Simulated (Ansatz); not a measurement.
`C=C[Te][SiH2]C` and `C=C[Se][SiH2]C` differ in one element.

Ansatz, PBE0-D4/def2-TZVP geometries, multiplicity 1. Each molecule was computed in one conformer, which needn't be the lowest.

Elements past krypton have def2 core potentials. Scalar relativity is left out up to krypton.

```csv
property,`C=C[Te][SiH2]C`
HOMO–LUMO gap (B3LYP/def2-TZVPP) / eV,5.11
LUMO energy (B3LYP/def2-TZVPP) / eV,-0.76
LUMO energy (PBE0/def2-TZVPP) / eV,-0.54
HOMO–LUMO gap (PBE/def2-TZVPP) / eV,3.70
HOMO energy (B3LYP/def2-TZVPP) / eV,-5.86
HOMO energy (PBE/def2-TZVPP) / eV,-5.10
```

**Question.** What does the change do to each property? (Best estimate.)

**Answer.** Ansatz gave: 
```json
{"property": "HOMO–LUMO gap (B3LYP/def2-TZVPP) / eV", "`C=C[Se][SiH2]C`": "5.82", "shift": "0.71"}
{"property": "LUMO energy (B3LYP/def2-TZVPP) / eV", "`C=C[Se][SiH2]C`": "-0.30", "shift": "0.46"}
{"property": "LUMO energy (PBE0/def2-TZVPP) / eV", "`C=C[Se][SiH2]C`": "-0.09", "shift": "0.45"}
{"property": "HOMO–LUMO gap (PBE/def2-TZVPP) / eV", "`C=C[Se][SiH2]C`": "4.32", "shift": "0.62"}
{"property": "HOMO energy (B3LYP/def2-TZVPP) / eV", "`C=C[Se][SiH2]C`": "-6.12", "shift": "-0.26"}
{"property": "HOMO energy (PBE/def2-TZVPP) / eV", "`C=C[Se][SiH2]C`": "-5.31", "shift": "-0.21"}
```

With PBE0 the HOMO falls by 0.27 eV and the LUMO rises by 0.45 eV, so the gap widens by about 0.72 eV. PBE moves the HOMO by -0.21 eV and ωB97M-V by -0.30 eV.

B3LYP here is the variant with VWN-RPA as its local correlation; programs differ in this.

Spin–orbit coupling is left out; it splits and shifts lone-pair levels of the heavy atoms by tenths of an eV.
